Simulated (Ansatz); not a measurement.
`C[BH][GeH3]` + F• → `C[B][GeH3]`• + H–F at 700 K and 1 bar (hydrogen abstraction from a B–H bond).

Program: Ansatz. Geometries: PBE0-D4/def2-TZVP. ΔE: electronic, gas phase. CCSD(T)/CBS adds triple-zeta CCSD(T) − MP2 to the extrapolated MP2 energy (def2 sets, frozen cores). This one scheme is used for every species, atoms too. No spin–orbit coupling; open shells (•) take unrestricted orbitals. Spin–orbit coupling would lower the free atoms: a little for F. Bonds to Ge are less sure, by a few kJ/mol each and by 10 to 20 or more in all where they break to atoms, as the def2 sets lack core-valence functions. Scalar relativity is left out up to krypton.

```csv
species,CCSD(T)/CBS energy (Eh),H − E (kJ/mol),S (J/(mol·K))
`C[BH][GeH3]`,-2143.14307,256.5,432.8
F•,-99.66871,14.6,178.2
`C[B][GeH3]`•,-2142.47298,225.3,427.9
H–F,-100.39570,45.2,198.5
```

H − E and S are ideal-gas, rigid-rotor, harmonic terms from PBE0-D4/def2-TZVP, for one conformer and one mirror image of each species, with the whole ground term of open shells counted as degenerate. 1 Eh = 2625.50 kJ/mol, R = 8.31446 J/(mol·K).

Question: By hand: ΔE, ΔH, ΔS and ΔG.

Answer: ΔE = (-2142.47298) + (-100.39570) − (-2143.14307) − (-99.66871) = -0.05690 Eh = -149.4 kJ/mol. Δ(H − E) = 225.3 + 45.2 − 256.5 − 14.6 = -0.6, so ΔH = -150.0 kJ/mol. ΔS = 427.9 + 198.5 − 432.8 − 178.2 = 15.4 J/(mol·K). ΔG = -150.0 − 700 × (15.4)/1000 = -160.8 kJ/mol.

Question: By hand: the equilibrium constant, and the temperature at which ΔG would vanish if ΔH and ΔS stayed fixed.

Answer: log₁₀ K = −ΔG/(RT ln 10) = 12.0. ΔH and −TΔS have one sign here, so there is no such temperature.

ΔH outweighs TΔS. A doubt of 5 kJ/mol in ΔE shifts log₁₀ K by 0.4 here. Other conformers and mirror images would add mixing entropy, several J/(mol·K) or more a flexible species. Modes under 60 cm⁻¹, often nearly free rotors, make the harmonic entropy too high. These are equilibria of isolated gas molecules and say nothing of rates. Largest T1 diagnostic: 0.013 (customary marks: 0.02 for closed shells, 0.045 for open ones).
